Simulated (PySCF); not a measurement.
Compound: C₇H₆FSi (doublet state).
SMILES with atom numbers: `[H]/[C:1]=[CH:2]\[C:3]#[C:4][C:5]#[C:6][CH2:7][SiH2:8][F:9]` (hydrogens: H10 on C1; H11 on C2; H12, H13 on C7; H14, H15 on Si8)

Structure used (GFN2-xTB), in Å, numbered top down from 1:
```
atom  x, y, z in Å
C1     4.885   -1.025   -0.854
C2     4.114   -1.036    0.200
C3     2.735   -0.736    0.093
C4     1.571   -0.463   -0.117
C5     0.258   -0.171   -0.266
C6    -0.910    0.096   -0.429
C7    -2.302    0.410   -0.597
Si8   -3.327    0.093    0.982
F9    -4.830    0.534    0.592
H10    4.771   -0.833   -1.896
H11    4.481   -1.273    1.193
H12   -2.396    1.460   -0.892
H13   -2.704   -0.191   -1.419
H14   -3.411   -1.322    1.307
H15   -2.940    0.960    2.082
```

The hyperfine couplings belong to this conformer and change with its torsions.

Method used: UKS B3LYP, pcH-1 on C F H Si, non-relativistic, mean-field spin-orbit, GIAO in PySCF 2.14.0. One conformer (not necessarily the lowest) at the GFN2-xTB geometry, without solvent, vibrations or thermal averaging. Couplings are sensitive to structure, and on GFN2-xTB geometries they can be far from those on DFT ones. Stability of the SCF solution: not tested.

Question: The isotropic 1H couplings, averaged over equivalent nuclei, are +95.3, +45.6, -2.3, 0.0 MHz. Assign them to H10; H11; H12/H13; H14/H15.

Answer: 
```json
{"site": "H10", "a_iso (MHz)": "+45.6", "ρ(0) (bohr⁻³)": "+0.0102", "position": "1 bond from C1", "distance from C1 (Å)": "1.07", "bound to": "C1", "spin population there": "+1.07", "largest |T| (MHz)": "42.6"}
{"site": "H11", "a_iso (MHz)": "+95.3", "ρ(0) (bohr⁻³)": "+0.0213", "position": "2 bonds from C1, on C2 of spin population -0.15", "distance from C1 (Å)": "2.10", "bound to": "C2", "spin population there": "-0.15", "largest |T| (MHz)": "12.4"}
{"site": "H12/H13", "a_iso (MHz)": "-2.3", "ρ(0) (bohr⁻³)": "-0.0005", "position": "7 bonds from C1", "distance from C1 (Å)": "7.67", "bound to": "C7", "spin population there": "0.00", "largest |T| (MHz)": "0.2"}
{"site": "H14/H15", "a_iso (MHz)": "0.0", "ρ(0) (bohr⁻³)": "0.0000", "position": "8 bonds from C1", "distance from C1 (Å)": "8.58", "bound to": "Si8", "spin population there": "0.00", "largest |T| (MHz)": "0.2"}
```

ρ(0) is the spin density at the nucleus and T the dipolar tensor; a_iso includes a spin–orbit part; entries for several nuclei are means. Largest spin populations (Mulliken): C1 (+1.07), C2 (-0.15) and C3 (+0.06). C1 is the only atom above +0.15. The positive populations add up to 1.19 and the negative ones to -0.19, together 2S = 1.

Class means assume fast exchange of nuclei equivalent by connectivity; if that motion is slow, each nucleus keeps its own coupling.
